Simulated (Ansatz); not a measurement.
System: sum formula SnO$_{2}$H$_{2}$, charge 1, multiplicity 2. 
Coordinates optimised at B3LYP-D3(BJ)/def2-TZVP (Ansatz, a program for electronic structure):
```xyz
5

Sn     0.2547     0.1506     0.0447
O      0.0408    -1.7787    -0.0739
H      0.8021    -2.3770     0.0124
O     -1.5240     0.9020    -0.1861
H     -1.6727     1.8624    -0.1650
```
Charge +1, spin multiplicity 2.

Basis-set convergence of Hartree-Fock and MP2 correlation energies (hartree) with Ansatz. Valence correlation only, unless marked. UHF or UKS for open shells. Spin-orbit coupling is left out. Frozen are the shells of the preceding noble gas and the d and f shells that filled before the atom's block. Past Kr the def2 sets carry scalar-relativistic core potentials.

```tsv
basis	functions	E(HF)	E(corr, MP2)
def2-SVPD	94	-363.85407	-0.46024
def2-TZVPPD	170	?	?
```

Problem. Complete the blanks.

Solution. 
- def2-TZVPPD, E(HF): -364.04931
- def2-TZVPPD, E(corr, MP2): -0.55781
